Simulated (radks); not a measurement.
The numbers below are computed, except where a source is named.
Sn4-, configuration [Xe]. Code: a radial shooting solver on a logarithmic mesh with Libxc functionals. Model: scalar-relativistic Kohn-Sham, LB94 model potential, spin-polarised, spherical densities, finite nucleus; Fermi nuclear charge, rms radius 4.6519 fm; Watson sphere of charge +5.3 and radius 4.41 bohr.

Radial electron density D(r) = 4 pi r^2 rho(r):

r (bohr),D(r) (e/bohr)
0.003316,11.59
0.00386,14.57
0.004494,18.14
0.00519,22.13
0.006042,26.97
0.007034,32.42
0.008123,38.03
0.009456,44.21
0.01101,50.32
0.01271,55.65
0.0148,60.29
0.01723,63.42
0.0199,64.64
0.02317,64.00
0.02697,61.73
0.03115,58.89
0.03626,56.48
0.04221,56.16
0.04875,58.82
0.05675,64.81
0.06607,72.70
0.0763,79.44
0.08883,82.73
0.1034,80.17
0.1194,72.93
0.139,63.71
0.1619,57.75
0.1869,57.94
0.2176,63.01
0.2533,67.55
0.2926,65.77
0.3406,55.44
0.3965,40.20
0.4579,27.64
0.5331,21.11
0.6206,21.06
0.7167,22.99
0.8344,23.05
0.9714,19.81
1.122,14.99
1.306,10.05
1.52,6.485
1.756,4.487
2.044,3.383
2.38,2.807
2.748,2.459
3.199,2.167
3.724,1.888
4.301,1.554
5.007,1.027
5.83,0.5080
6.732,0.1943
7.838,0.04967
9.124,0.008474
10.54,0.001043

D(r) has 4 maxima, at r = 0.0204, 0.0903, 0.264, 0.776 bohr, and minima at 0.0399, 0.173, 0.573 bohr, inside which lie 2.00, 11.19, 29.10 electrons.
